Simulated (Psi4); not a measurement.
sulfur trioxide (O3S), singlet, at a GFN2-xTB geometry; Psi4 with PBE/6-31G**.

The Psi4 input:
```
memory 2 GB

molecule mol {
0 1
  O    -0.691787   -1.236790   -0.046012
  S    -0.000000    0.000000   -0.000000
  O    -0.725140    1.218401   -0.002092
  O     1.416927    0.018388    0.048104
}

set basis 6-31g**
set reference rks

energy('pbe')
print_variables()
```

Predict the main parts of the log of this Psi4 run.


```
   => Loading Basis Set <=

    Name: 6-31G**
    Role: ORBITAL
    Keyword: BASIS

         ---------------------------------------------------------
                                   SCF
               by Justin Turney, Rob Parrish, Andy Simmonett
                          and Daniel G. A. Smith
                              RKS Reference
         ---------------------------------------------------------

  ==> Geometry <==

    Molecular point group: c1
    Full point group: C1

    Geometry (in Angstrom), charge = 0, multiplicity = 1:

       Center              X                  Y                   Z               Mass
    ------------   -----------------  -----------------  -----------------  -----------------
         O           -0.691787000000    -1.236789799956    -0.046012000000    15.994914619570
         S            0.000000000000     0.000000200044     0.000000000000    31.972071174400
         O           -0.725140000000     1.218401200044    -0.002092000000    15.994914619570
         O            1.416927000000     0.018388200044     0.048104000000    15.994914619570

  Running in c1 symmetry.

  Rotational constants: A =      0.34951  B =      0.34951  C =      0.17475 [cm^-1]
  Rotational constants: A =  10477.93755  B =  10477.93192  C =   5238.96737 [MHz]
  Nuclear repulsion =  184.689260896450236

  Charge       = 0
  Multiplicity = 1
  Electrons    = 40
  Nalpha       = 20
  Nbeta        = 20

  ==> Algorithm <==

  SCF Algorithm Type is DF.
  DIIS enabled.
  MOM disabled.
  Fractional occupation disabled.
  Guess Type is SAD.
  Energy threshold   = 1.00e-06
  Density threshold  = 1.00e-06
  Integral threshold = 1.00e-12

  ==> Primary Basis <==

  Basis Set: 6-31G**
    Blend: 6-31G**
    Number of shells: 26
    Number of basis functions: 64
    Number of Cartesian functions: 64
    Spherical Harmonics?: false
    Max angular momentum: 2

  ==> DFT Potential <==

   => LibXC <=

    Version 7.1.2
    S. Lehtola, C. Steigemann, M. J. T. Oliveira, and M. A. L. Marques,  SoftwareX 7, 1–5 (2018) (10.1016/j.softx.2017.11.002)

   => Composite Functional: PBE <=

    PBE GGA Exchange-Correlation Functional

    J.P. Perdew et. al., Phys. Rev. Lett., 77(18), 3865-3868, 1996

    Deriv               =              1
    GGA                 =           TRUE
    Meta                =          FALSE

    Exchange Hybrid     =          FALSE
    MP2 Hybrid          =          FALSE

   => Exchange Functionals <=

    1.0000     XC_GGA_X_PBE

   => Correlation Functionals <=

    1.0000     XC_GGA_C_PBE

   => LibXC Density Thresholds  <==

    XC_GGA_C_PBE:  1.00E-12
    XC_GGA_X_PBE:  1.00E-15

   => Molecular Quadrature <=

    Radial Scheme          =       TREUTLER
    Pruning Scheme         =           NONE
    Nuclear Scheme         =       TREUTLER

    Blocking Scheme        =         OCTREE
    BS radius alpha        =              1
    Pruning alpha          =              1
    Radial Points          =             75
    Spherical Points       =            302
    Total Points           =          85580
    Total Blocks           =            717
    Max Points             =            251
    Max Functions          =             63
    Weights Tolerance      =       1.00E-15

   => Loading Basis Set <=

    Name: (6-31G** AUX)
    Role: JKFIT
    Keyword: DF_BASIS_SCF

  ==> Integral Setup <==

  SCF_SUBTYPE=INCORE selected. In-core MEM_DF algorithm will be used.
  Using in-core AOs.

  ==> MemDFJK: Density-Fitted J/K Matrices <==

    J tasked:                   Yes
    K tasked:                    No
    wK tasked:                   No
    Algorithm:                 Core
    Schwarz Cutoff:           1E-12
    Mask sparsity (%):       0.2930
    Fitting Condition:        1E-10

   => Auxiliary Basis Set <=

  Basis Set: (6-31G** AUX)
    Blend: CC-PVDZ-JKFIT
    Number of shells: 108
    Number of basis functions: 373
    Number of Cartesian functions: 373
    Spherical Harmonics?: false
    Max angular momentum: 3

  Minimum eigenvalue in the overlap matrix is 1.1458081648E-02.
  Reciprocal condition number of the overlap matrix is 1.9612549076E-03.
    Using symmetric orthogonalization.

  ==> Pre-Iterations <==

  SCF Guess: Superposition of Atomic Densities via on-the-fly atomic UHF (no occupation information).

   -------------------------
    Irrep   Nso     Nmo
   -------------------------
     A         64      64
   -------------------------
    Total      64      64
   -------------------------

  ==> Iterations <==

                           Total Energy        Delta E     RMS |[F,P]|

   @DF-RKS iter SAD:  -623.74073248292507   -6.23741e+02   0.00000e+00
   @DF-RKS iter   1:  -623.02705737866518    7.13675e-01   1.52099e-02 DIIS/ADIIS
   @DF-RKS iter   2:  -622.09618781442884    9.30870e-01   2.88205e-02 DIIS/ADIIS
   @DF-RKS iter   3:  -623.36027700017098   -1.26409e+00   2.54517e-03 DIIS/ADIIS
   @DF-RKS iter   4:  -623.36938740395487   -9.11040e-03   5.96242e-04 DIIS/ADIIS
   @DF-RKS iter   5:  -623.37004858552120   -6.61182e-04   4.03277e-05 DIIS
   @DF-RKS iter   6:  -623.37005113897737   -2.55346e-06   6.35024e-06 DIIS
   @DF-RKS iter   7:  -623.37005110526513    3.37122e-08   7.61295e-06 DIIS
   @DF-RKS iter   8:  -623.37005120059746   -9.53323e-08   2.06939e-07 DIIS
  Energy and wave function converged.

  ==> Post-Iterations <==

   Electrons on quadrature grid:
      Ntotal   =   39.9999995004 ; deviation = -4.996e-07

    Orbital Energies [Eh]
    ---------------------

    Doubly Occupied:

       1A    -88.336075     2A    -18.848345     3A    -18.848340
       4A    -18.848337     5A     -7.919894     6A     -5.942225
       7A     -5.940544     8A     -5.940543     9A     -1.131790
      10A     -1.001315    11A     -1.001314    12A     -0.562132
      13A     -0.508044    14A     -0.473132    15A     -0.473131
      16A     -0.368864    17A     -0.368862    18A     -0.349128
      19A     -0.349126    20A     -0.289477

    Virtual:

      21A     -0.112669    22A     -0.110084    23A      0.138754
      24A      0.138758    25A      0.225308    26A      0.245149
      27A      0.323035    28A      0.323037    29A      0.564203
      30A      0.564203    31A      0.685851    32A      0.715413
      33A      0.715413    34A      0.847642    35A      0.847642
      36A      0.877938    37A      0.897828    38A      0.897829
      39A      0.945880    40A      0.987574    41A      1.087061
      42A      1.087064    43A      1.187170    44A      1.344976
      45A      1.344977    46A      1.637885    47A      1.637889
      48A      1.641365    49A      1.655411    50A      1.673425
      51A      1.673427    52A      1.714239    53A      1.854056
      54A      1.990634    55A      1.990635    56A      2.213125
      57A      2.213126    58A      2.527379    59A      2.717380
      60A      2.717382    61A      3.414931    62A      3.681241
      63A      3.681252    64A      3.809283

    Final Occupation by Irrep:
              A
    DOCC [    20 ]
    NA   [    20 ]
    NB   [    20 ]

  @DF-RKS Final Energy:  -623.37005120059746

   => Energetics <=

    Nuclear Repulsion Energy =            184.6892608964502358
    One-Electron Energy =               -1224.7843176835483519
    Two-Electron Energy =                 467.8586613320817378
    DFT Exchange-Correlation Energy =     -51.1336557455809810
    Empirical Dispersion Energy =           0.0000000000000000
    VV10 Nonlocal Energy =                  0.0000000000000000
    Total Energy =                       -623.3700512005974588

Computation Completed

Properties will be evaluated at   0.000000,   0.000000,   0.000000 [a0]

Properties computed using the SCF density matrix

 Multipole Moments:

 ------------------------------------------------------------------------------------
     Multipole            Electronic (a.u.)      Nuclear  (a.u.)        Total (a.u.)
 ------------------------------------------------------------------------------------

 L = 1.  Multiply by 2.5417464519 to convert [e a0] to [Debye]
 Dipole X            :          0.0000076            0.0000000            0.0000076
 Dipole Y            :          0.0000089            0.0000000            0.0000089
 Dipole Z            :          0.0000004            0.0000000            0.0000004
 Magnitude           :                                                    0.0000117

 ------------------------------------------------------------------------------------

  Variable Map:
  ----------------------------------------------------------------------------
  "CURRENT ENERGY"              =>    -623.370051200597
  "CURRENT REFERENCE ENERGY"    =>    -623.370051200597
  "DD SOLVATION ENERGY"         =>       0.000000000000
  "DFT FUNCTIONAL TOTAL ENERGY" =>    -623.370051200597
  "DFT TOTAL ENERGY"            =>    -623.370051200597
  "DFT VV10 ENERGY"             =>       0.000000000000
  "DFT XC ENERGY"               =>     -51.133655745581
  "GRID ELECTRONS ALPHA"        =>      19.999999750215
  "GRID ELECTRONS BETA"         =>      19.999999750215
  "GRID ELECTRONS TOTAL"        =>      39.999999500429
  "NUCLEAR REPULSION ENERGY"    =>     184.689260896450
  "ONE-ELECTRON ENERGY"         =>   -1224.784317683548
  "PCM POLARIZATION ENERGY"     =>       0.000000000000
  "PE ENERGY"                   =>       0.000000000000
  "SCF ITERATION ENERGY"        =>    -623.370051200597
  "SCF ITERATIONS"              =>       8.000000000000
  "SCF TOTAL ENERGY"            =>    -623.370051200597
  "TWO-ELECTRON ENERGY"         =>     467.858661332082
  "XC GRID RADIAL POINTS"       =>      75.000000000000
  "XC GRID SPHERICAL POINTS"    =>     302.000000000000
  "XC GRID TOTAL POINTS"        =>   85580.000000000000

  Array Variable Map:
  ----------------------------------------------------------------------------
  "CURRENT DIPOLE"              =>       0.000007571759 ... 0.000000409656 1 by 3
  "SCF DIPOLE"                  =>       0.000007571759 ... 0.000000409656 1 by 3
  "SCF TOTAL ENERGIES"          =>    -623.740732482925 ... -623.370051200597 1 by 9
```
